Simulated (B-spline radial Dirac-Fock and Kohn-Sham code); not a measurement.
## What relativity does to the binding energies of V

System: atomic vanadium in the configuration 1s2 2s2 2p6 3s2 3p6 3d3 4s2.

Both columns are ΔSCF binding energies of the configuration average from a radial finite-basis atomic code: non-relativistic Hartree-Fock with a point nucleus, and Dirac-Fock with a finite nucleus and the Coulomb interaction alone, averaged over the two j levels with weights 2j+1.

```
shell  Hartree-Fock (eV)  Dirac-Fock (eV)  shift (eV)  shift (%)
   1s             5445.4           5484.3      +38.89      +0.71
   2s              633.9            641.6       +7.66      +1.21
   2p              527.7            528.7       +0.99      +0.19
   3s              82.41            83.48       +1.07      +1.30
   3p              50.96            51.04       +0.09      +0.17
   3d               9.53             9.28       -0.25      -2.60
   4s               6.07             6.12       +0.05      +0.90
```

Relativity binds 1s, 2s, 2p, 3s, 3p, 4s more strongly, among those listed most of all 3s in relative terms, and 3d more weakly, because the contracted s and p shells screen the nucleus better.

Values without a named source are computed, but for edge energies of neutral atoms, which are taken from tables.
